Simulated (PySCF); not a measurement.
tetraantimony cation (Sb4), SMILES [Sb]12[Sb]3[Sb]1[Sb]23 (connectivity only; charge and spin as stated), charge +1, multiplicity 2. Atoms are numbered in the order given.

```xyz
4

Sb     1.0720     1.0720    -0.8956
Sb    -1.0720    -1.0720    -0.8956
Sb     1.0720    -1.0720     0.8956
Sb    -1.0720     1.0720     0.8956
```
Charge +1, spin multiplicity 2.

Geometry optimised at PBE0-D3(BJ)/def2-SVP. The multiplicity is an assumed one; no other spin state was optimised. The def2 effective core potentials stand for the cores of Sb; spin–orbit coupling is left out.

The numbers are results of PySCF with C-PCM-B3LYP/def2-SVP, not measurements.

The values are the electrostatic part of the solvation free energy, E(continuum) − E(gas) at the gas-phase geometry, in a cavity of scaled van der Waals radii (PySCF's table); cavitation and dispersion terms are not included. A continuum can't describe solvent molecules that bind to the metal.

| solvent | ε | ΔG(elec) (kcal/mol) |
|---|---|---|
| water | 78.36 | -48.3 |
| benzene | 2.27 | -27.4 |
| dichloromethane | 8.93 | -43.5 |
